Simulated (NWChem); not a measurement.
System meant: C₄H₃NS; SMILES C#C[C@@H]1N=CS1

Here is an NWChem input.

```
start job
memory heap 200 mb stack 900 mb global 1100 mb
geometry units angstroms noautoz
  C     -0.258524    -2.713774     0.339711
  C     -0.025120    -1.588137    -0.077002
  C      0.252859    -0.269213    -0.590020
  N      1.416079     0.433988    -0.024809
  C      0.737344     1.444872     0.413999
  S     -0.953634     1.115789     0.008207
  H     -0.459696    -3.707513     0.715487
  H      0.260543    -0.240319    -1.700775
  H      1.136133     2.340089     0.925784
end
basis spherical
  C library def2-svp
  N library def2-svp
  S library def2-svp
  H library def2-svp
end
dft
  odft
  mult 2
  xc b3lyp
  iterations 150
  mulliken
end
task dft energy
```

End of the output:

```
 ==============================================================================
                                 internuclear angles
 ------------------------------------------------------------------------------
        center 1       |       center 2       |       center 3       |  degrees
 ------------------------------------------------------------------------------
    2 C                |   1 C                |   7 H                |   179.52
    1 C                |   2 C                |   3 C                |   179.07
    2 C                |   3 C                |   4 N                |   116.91
    2 C                |   3 C                |   6 S                |   115.16
    2 C                |   3 C                |   8 H                |   112.38
    4 N                |   3 C                |   6 S                |    91.84
    4 N                |   3 C                |   8 H                |   111.46
    6 S                |   3 C                |   8 H                |   107.17
    3 C                |   4 N                |   5 C                |    95.10
    4 N                |   5 C                |   6 S                |   106.15
    4 N                |   5 C                |   9 H                |   126.88
    6 S                |   5 C                |   9 H                |   126.96
    3 C                |   6 S                |   5 C                |    66.90
 ------------------------------------------------------------------------------
                            number of included internuclear angles:         13
 ==============================================================================

 Summary of "ao basis" -> "" (spherical)
 ------------------------------------------------------------------------------
       Tag                 Description            Shells   Functions and Types
 ---------------- ------------------------------  ------  ---------------------
 C                          def2-svp                 6       14   3s2p1d
 N                          def2-svp                 6       14   3s2p1d
 S                          def2-svp                 8       18   4s3p1d
 H                          def2-svp                 3        5   2s1p

                                 NWChem DFT Module
                                 -----------------

 Summary of "ao basis" -> "ao basis" (spherical)
 ------------------------------------------------------------------------------
       Tag                 Description            Shells   Functions and Types
 ---------------- ------------------------------  ------  ---------------------
 C                          def2-svp                 6       14   3s2p1d
 N                          def2-svp                 6       14   3s2p1d
 S                          def2-svp                 8       18   4s3p1d
 H                          def2-svp                 3        5   2s1p

  number of electrons :                   50
  multiplicity        :                    2
 ------------------------------------------------------------------------
  no. of electrons and multiplicity not compatible                  50
 ------------------------------------------------------------------------
 ------------------------------------------------------------------------
  current input line :
    27: task dft energy
 ------------------------------------------------------------------------
 ------------------------------------------------------------------------
 There is an error in the input file
 ------------------------------------------------------------------------
 For more information see the NWChem manual at https://nwchemgit.github.io

0: no. of electrons and multiplicity not compatible:Received an Error in Communication
```

Problem. What is wrong, and how is it mended?

Solution. The input was rejected before any calculation. Cause: the multiplicity doesn't fit the number of electrons (an even count wants an odd multiplicity, and the reverse). This input runs:
```
start job
memory heap 200 mb stack 900 mb global 1100 mb
geometry units angstroms noautoz
  C     -0.258524    -2.713774     0.339711
  C     -0.025120    -1.588137    -0.077002
  C      0.252859    -0.269213    -0.590020
  N      1.416079     0.433988    -0.024809
  C      0.737344     1.444872     0.413999
  S     -0.953634     1.115789     0.008207
  H     -0.459696    -3.707513     0.715487
  H      0.260543    -0.240319    -1.700775
  H      1.136133     2.340089     0.925784
end
basis spherical
  C library def2-svp
  N library def2-svp
  S library def2-svp
  H library def2-svp
end
dft
  xc b3lyp
  iterations 150
  mulliken
end
task dft energy
```
It converges to -606.77815 Ha (B3LYP/def2-SVP).
